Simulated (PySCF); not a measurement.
Input file for PySCF: R-HF/STO-3G on CH4BeSe (SMILES [CH3][Be][SeH]), a point of a bond scan (R = 0.985 Å).

```python
from pyscf import gto, scf, dft, mp
from pyscf.data.elements import chemcore

mol = gto.M(
    atom='''
    Be    0.84087454   -0.76089314   -0.21395214
    C     2.06337196   -1.85751166   -0.53818992
    H     1.72527455   -2.78026237   -0.60327239
    H     2.83970476   -1.84920725    0.23293687
    H     2.55737254   -1.63238092   -1.48948226
    Se   -0.64194585    0.60717560    0.13442119
    H    -1.00235638   -0.09094968    1.38167697
    ''',
    basis='sto-3g',
    charge=0, spin=0, verbose=3, max_memory=1800)
mf = scf.RHF(mol)
mf.conv_tol = 1e-8
mf.max_cycle = 100
mf.kernel()
if not mf.converged:
    mf = mf.newton().run(mf.mo_coeff, mf.mo_occ)
```

Output:

```
converged SCF energy = -2427.7705061823
```

The calculation finished and met its thresholds.

Cost: around 0.24 core-seconds (rough).
